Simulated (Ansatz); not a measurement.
The cluster Ge2Te (the lowest singlet isomer of a short search), 3 atoms. Hardware: 4 threads of Intel Xeon Platinum 8488C on a shared host.

In the def2 sets Te takes a core potential; there is no spin–orbit coupling. Correlated methods freeze 22 core orbitals; core or outer-core shells of Ge, Te are correlated, in sets that lack core-valence functions.

Q: How many basis functions does each of these Ansatz runs have, and roughly what does it cost? PBE0-D4/def2-TZVP, charge 0 triplet, relaxation, 3 steps; r2SCANh-D4/def2-TZVP, charge 0 singlet, energy, from earlier orbitals; PBE0-D4/def2-TZVP, charge 0 singlet, relaxation, 4 steps; MP2/def2-TZVP, charge 0 singlet, energy, from earlier orbitals; PBE-D4/def2-TZVP, charge 1 doublet at the geometry of the charge 0 singlet, energy, from earlier orbitals; PBE0-D4/def2-TZVP, charge 0 unrestricted singlet, energy, from earlier orbitals; PBE0-D4/def2-SVP, charge -1 doublet at the geometry of the charge 0 singlet, energy with a search over starts; HSE06-D4/def2-TZVP, charge 0 singlet, energy, from earlier orbitals; PBE0-D4/def2-TZVP, charge 1 doublet at the geometry of the charge 0 singlet, energy, from earlier orbitals; PBE0-D4/def2-SVP, charge 0 quintet, energy with a search over starts; PBE-D4/def2-TZVP, charge 0 unrestricted singlet, energy, from earlier orbitals; PBE-D4/def2-TZVP, charge 0 triplet, energy, from earlier orbitals.

A: Other jobs shared the machine, so times can vary by a factor of up to 3. A dash marks memory too small to be measured apart from the calling script's.

| run | functions | fitting or Cholesky vectors | wall time | peak host memory (GiB) |
| --- | --- | --- | --- | --- |
| PBE-D4/def2-TZVP, charge 0 triplet, energy, from earlier orbitals | 146 | 1102 | 1.2 s | – |
| PBE-D4/def2-TZVP, charge 1 doublet at the geometry of the charge 0 singlet, energy, from earlier orbitals | 146 | 1102 | 1.3 s | – |
| HSE06-D4/def2-TZVP, charge 0 singlet, energy, from earlier orbitals | 146 | 1240 | 1.4 s | – |
| PBE-D4/def2-TZVP, charge 0 unrestricted singlet, energy, from earlier orbitals | 146 | 1102 | 1.4 s | – |
| MP2/def2-TZVP, charge 0 singlet, energy, from earlier orbitals | 146 | 1125 | 1.6 s | – |
| PBE0-D4/def2-SVP, charge -1 doublet at the geometry of the charge 0 singlet, energy with a search over starts | 90 | 963 | 1.9 s | – |
| r2SCANh-D4/def2-TZVP, charge 0 singlet, energy, from earlier orbitals | 146 | 1143 | 1.9 s | – |
| PBE0-D4/def2-TZVP, charge 1 doublet at the geometry of the charge 0 singlet, energy, from earlier orbitals | 146 | 1125 | 3 s | – |
| PBE0-D4/def2-SVP, charge 0 quintet, energy with a search over starts | 90 | 965 | 3.6 s | – |
| PBE0-D4/def2-TZVP, charge 0 unrestricted singlet, energy, from earlier orbitals | 146 | 1125 | 4.7 s | – |
| PBE0-D4/def2-TZVP, charge 0 singlet, relaxation, 4 steps | 146 | 1240 | 5.5 s | – |
| PBE0-D4/def2-TZVP, charge 0 triplet, relaxation, 3 steps | 146 | 1193 | 8 s | – |
